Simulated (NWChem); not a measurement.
## Basis-set dependence for Cl2 (-1)

```
Cl
Cl 1 2.6533
```
Charge -1, spin multiplicity 2.

The numbers come from NWChem runs, not from measurements. Structure: optimised with UPBE0/def2-SVP, a minimum by its harmonic frequencies.

Hartree-Fock energies in Ha, correlation energies in mHa.

The correlated methods keep 10 core orbitals frozen. The structure started from a generated list of species. The unpaired electrons of the parent sit in orbitals of symmetry b1u (D2h labels of the run); other states weren't searched. The anion's geometry comes from a basis without diffuse functions. The stability of the SCF solutions was not checked. Open-shell Hartree-Fock references start from PBE0 orbitals. Coupled-cluster values serve here as a point of comparison, not as the truth.

```
basis        functions         UHF    UMP2  SCS-UMP2  CCSD on ROHF  CCSD[T] on ROHF  CCSD(T) on ROHF
-----------  ---------  ----------  ------  --------  ------------  ---------------  ---------------
aug-cc-pVDZ         54  -919.05816  -301.2    -289.3        -333.7           -343.4           -343.3
aug-cc-pVTZ        100  -919.08038  -394.8    -386.9        -434.9           -455.1           -455.1
```

From aug-cc-pVDZ to aug-cc-pVTZ the Hartree-Fock energy moves by -22.2 mHa and the UMP2 correlation energy by -93.6 mHa, which is 24 % of its value in the larger set.
